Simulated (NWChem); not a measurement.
The numbers come from NWChem runs, not from measurements. System: H4PSi, charge 1, spin multiplicity 1, at the geometry of a parent with another charge or spin, in a state set for the comparison that need not be this species' ground state. Level: RHF/def2-TZVPD.

Job file:

```
start mol
memory heap 200 mb stack 900 mb global 1100 mb
charge 1
geometry units angstroms nocenter noautoz
  Si    -0.414670     1.074888     0.000000
  P      0.427674    -1.036914     0.000000
  H      0.098396     1.787225     1.215307
  H      0.098396     1.787225    -1.215307
  H     -0.403265    -1.534583     1.050196
  H     -0.403265    -1.534583    -1.050196
  symmetry group Cs
end
basis spherical
  * library def2-tzvpd
end
scf
  rhf
  nopen 0
  maxiter 100
  thresh 1e-7
  semidirect memsize 60000000 filesize 0
end
task scf energy
```

NWChem printed:

```
             Northwest Computational Chemistry Package (NWChem) 7.3.0
             --------------------------------------------------------

                                NWChem Input Module
                                -------------------

 Scaling coordinates for geometry "geometry" by  1.889725989
 (inverse scale =  0.529177249)

 Turning off AUTOSYM since
 SYMMETRY directive was detected!

                             Geometry "geometry" -> ""
                             -------------------------

 Output coordinates in angstroms (scale by  1.889725989 to convert to a.u.)

  No.       Tag          Charge          X              Y              Z
 ---- ---------------- ---------- -------------- -------------- --------------
    1 Si                  14.0000    -0.41467000     1.07488800     0.00000000
    2 P                   15.0000     0.42767400    -1.03691400     0.00000000
    3 H                    1.0000     0.09839600     1.78722500     1.21530700
    4 H                    1.0000     0.09839600     1.78722500    -1.21530700
    5 H                    1.0000    -0.40326500    -1.53458300     1.05019600
    6 H                    1.0000    -0.40326500    -1.53458300    -1.05019600

 Effective nuclear repulsion energy (a.u.)      81.3196649161

            Nuclear Dipole moment (a.u.)
            ----------------------------
        X                 Y               Z
 ---------------- ---------------- ----------------
    -0.0000151178     0.0000113384     0.0000000000

      Symmetry information
      --------------------

 Group name             Cs
 Group number              2
 Group order               2
 No. of unique centers     4

      Symmetry unique atoms

     1    2    3    5


 Summary of "ao basis" -> "" (spherical)
 ------------------------------------------------------------------------------
       Tag                 Description            Shells   Functions and Types
 ---------------- ------------------------------  ------  ---------------------
 *                         def2-tzvpd                 on all atoms

 Summary of "ao basis" -> "ao basis" (spherical)
 ------------------------------------------------------------------------------
       Tag                 Description            Shells   Functions and Types
 ---------------- ------------------------------  ------  ---------------------
 Si                        def2-tzvpd               15       43   6s5p3d1f
 P                         def2-tzvpd               15       43   6s5p3d1f
 H                         def2-tzvpd                5        9   3s2p

                                 NWChem SCF Module
                                 -----------------

  ao basis        = "ao basis"
  functions       =   122
  atoms           =     6
  closed shells   =    16
  open shells     =     0
  charge          =   1.00
  wavefunction    = RHF
  use symmetry    = T
  symmetry adapt  = T

 Summary of "ao basis" -> "ao basis" (spherical)
 ------------------------------------------------------------------------------
       Tag                 Description            Shells   Functions and Types
 ---------------- ------------------------------  ------  ---------------------
 Si                        def2-tzvpd               15       43   6s5p3d1f
 P                         def2-tzvpd               15       43   6s5p3d1f
 H                         def2-tzvpd                5        9   3s2p

      Symmetry analysis of basis
      --------------------------

        a'         76
        a"         46

 Forming initial guess at       0.0s

      Superposition of Atomic Density Guess
      -------------------------------------

 Sum of atomic energies:        -631.48580343

 Renormalizing density from      33.00 to     32

      Non-variational initial energy
      ------------------------------

 Total energy =    -619.773301
 1-e energy   =   -1004.214226
 2-e energy   =     303.121260
 HOMO         =      -0.652568
 LUMO         =      -0.436449

      Symmetry analysis of molecular orbitals - initial
      -------------------------------------------------

  Numbering of irreducible representations:

     1 a'          2 a"

  Orbital symmetries:

     1 a'          2 a'          3 a'          4 a'          5 a"
     6 a'          7 a'          8 a'          9 a"         10 a'
    11 a'         12 a'         13 a"         14 a'         15 a"
    16 a'         17 a'         18 a'         19 a"         20 a'
    21 a"         22 a'         23 a'         24 a'         25 a'
    26 a"

 Starting SCF solution at       1.0s

 ----------------------------------------------
         Quadratically convergent ROHF

 Convergence threshold     :          1.000E-07
 Maximum no. of iterations :          100
 Final Fock-matrix accuracy:          1.000E-09
 ----------------------------------------------

              iter       energy          gnorm     gmax       time
             ----- ------------------- --------- --------- --------
                 1     -631.5526304298  2.33D+00  6.20D-01      1.1
                 2     -631.6645419113  4.72D-01  1.02D-01      1.2
                 3     -631.6850390072  3.22D-01  7.91D-02      1.3
                 4     -631.6902869299  2.58D-02  1.40D-02      1.6
                 5     -631.6905095110  5.91D-04  1.68D-04      2.3
                 6     -631.6905095758  1.23D-07  3.00D-08      3.6
                 7     -631.6905095758  6.60D-09  2.60D-09      4.2

       Final RHF  results
       ------------------

         Total SCF energy =   -631.690509575795
      One-electron energy =  -1028.982413798302
      Two-electron energy =    315.972239306386
 Nuclear repulsion energy =     81.319664916121

        Time for solution =      3.2s

       Symmetry analysis of molecular orbitals - final
       -----------------------------------------------

  Numbering of irreducible representations:

     1 a'          2 a"

  Orbital symmetries:

     1 a'          2 a'          3 a'          4 a'          5 a'
     6 a"          7 a'          8 a'          9 a"         10 a'
    11 a'         12 a'         13 a"         14 a"         15 a'
    16 a'         17 a'         18 a'         19 a'         20 a"
    21 a"         22 a'         23 a'         24 a'         25 a"
    26 a'

             Final eigenvalues
             -----------------

              1
    1  -80.1793
    2  -69.0759
    3   -7.7227
    4   -6.4211
    5   -5.6159
    6   -5.6154
    7   -5.6149
    8   -4.5265
    9   -4.5243
   10   -4.5242
   11   -1.0718
   12   -0.9067
   13   -0.7468
   14   -0.7048
   15   -0.6718
   16   -0.5970
   17   -0.2540
   18   -0.0908
   19   -0.0884
   20   -0.0653
   21   -0.0642
   22   -0.0439
   23   -0.0266
   24   -0.0113
   25   -0.0043
   26   -0.0025

                       ROHF Final Molecular Orbital Analysis
                       -------------------------------------

 Vector   14  Occ=2.000000D+00  E=-7.047865D-01  Symmetry=a"
              MO Center= -8.4D-02,  6.4D-01,  3.5D-14, r^2= 3.8D+00
   Bfn.  Coefficient  Atom+Function         Bfn.  Coefficient  Atom+Function
  ----- ------------  ---------------      ----- ------------  ---------------
    18      0.284610  1 Si pz                61     -0.202229  2 P  pz
    88      0.187784  3 H  s                 97     -0.187784  4 H  s

 Vector   15  Occ=2.000000D+00  E=-6.718394D-01  Symmetry=a'
              MO Center=  9.6D-02, -2.4D-01, -1.4D-13, r^2= 2.8D+00
   Bfn.  Coefficient  Atom+Function         Bfn.  Coefficient  Atom+Function
  ----- ------------  ---------------      ----- ------------  ---------------
    60      0.318157  2 P  py                17     -0.263584  1 Si py
    63      0.161604  2 P  py                59      0.157538  2 P  px

 Vector   16  Occ=2.000000D+00  E=-5.969910D-01  Symmetry=a'
              MO Center=  3.0D-01, -5.4D-01,  4.7D-15, r^2= 2.7D+00
   Bfn.  Coefficient  Atom+Function         Bfn.  Coefficient  Atom+Function
  ----- ------------  ---------------      ----- ------------  ---------------
    59      0.361426  2 P  px                47      0.285883  2 P  s
    48      0.286518  2 P  s                 62      0.219049  2 P  px
    17      0.211561  1 Si py                 5     -0.210114  1 Si s
    46     -0.167930  2 P  s                  4     -0.154775  1 Si s

 Vector   17  Occ=0.000000D+00  E=-2.539551D-01  Symmetry=a'
              MO Center= -6.3D-01,  7.1D-01, -8.3D-14, r^2= 3.7D+00
   Bfn.  Coefficient  Atom+Function         Bfn.  Coefficient  Atom+Function
  ----- ------------  ---------------      ----- ------------  ---------------
    16      0.407661  1 Si px                19      0.363593  1 Si px
     5     -0.240598  1 Si s                  4     -0.204077  1 Si s
    59     -0.172104  2 P  px

 Vector   18  Occ=0.000000D+00  E=-9.078827D-02  Symmetry=a'
              MO Center= -2.5D-01,  5.1D-02, -1.1D-14, r^2= 9.2D+00
   Bfn.  Coefficient  Atom+Function         Bfn.  Coefficient  Atom+Function
  ----- ------------  ---------------      ----- ------------  ---------------
    49      1.173561  2 P  s                  6      1.072885  1 Si s
     5     -0.875105  1 Si s                107     -0.696754  5 H  s
   116     -0.696754  6 H  s                 62     -0.512438  2 P  px
    48      0.369824  2 P  s                 47     -0.290059  2 P  s
    20     -0.217942  1 Si py               113      0.218041  5 H  pz

 Vector   19  Occ=0.000000D+00  E=-8.842655D-02  Symmetry=a'
              MO Center= -6.8D-01,  1.2D+00,  9.3D-13, r^2= 1.0D+01
   Bfn.  Coefficient  Atom+Function         Bfn.  Coefficient  Atom+Function
  ----- ------------  ---------------      ----- ------------  ---------------
     6      2.243563  1 Si s                 49     -1.897427  2 P  s
     5     -0.784700  1 Si s                 20     -0.708967  1 Si py
    32     -0.388637  1 Si d -2               4     -0.288402  1 Si s
    19      0.243379  1 Si px                60      0.210859  2 P  py
    34     -0.184759  1 Si d  0              17      0.166023  1 Si py

 center of mass
 --------------
 x =   0.03093343 y =  -0.04608113 z =   0.00000000

 moments of inertia (a.u.)
 ------------------
         292.736460584227          87.772000920294           0.000000000000
          87.772000920294          57.160219255755           0.000000000000
           0.000000000000           0.000000000000         312.756606453874

  Mulliken analysis of the total density
  --------------------------------------

    Atom       Charge   Shell Charges
 -----------   ------   -------------------------------------------------------
    1 Si  14    13.48   2.00  0.59  1.39  0.94  0.57 -0.02  4.11  1.73  0.48  1.24  0.23  0.08  0.14 -0.01  0.02
    2 P   15    15.20   2.01  0.53  1.43  1.02  0.82  0.01  4.17  1.70  0.66  1.81  0.84  0.06  0.13  0.01  0.01
    3 H    1     0.90   0.22  0.52  0.15  0.01 -0.01
    4 H    1     0.90   0.22  0.52  0.15  0.01 -0.01
    5 H    1     0.76   0.23  0.50  0.05  0.02 -0.03
    6 H    1     0.76   0.23  0.50  0.05  0.02 -0.03

       Multipole analysis of the density wrt the origin
       ------------------------------------------------

     L   x y z        total         open         nuclear
     -   - - -        -----         ----         -------
     0   0 0 0      1.000000      0.000000     33.000000

     1   1 0 0     -0.844218      0.000000     -0.000015
     1   0 1 0      0.676739      0.000000      0.000011
     1   0 0 1      0.000000      0.000000      0.000000

     2   2 0 0    -16.530457      0.000000     19.624789
     2   1 1 0     -2.749299      0.000000    -40.362497
     2   1 0 1     -0.000000      0.000000      0.000000
     2   0 2 0    -11.833340      0.000000    154.989458
     2   0 1 1      0.000000      0.000000      0.000000
     2   0 0 2    -17.723150      0.000000     18.425854

 Task  times  cpu:        4.2s     wall:        4.2s

 Total times  cpu:        4.2s     wall:        4.2s
```
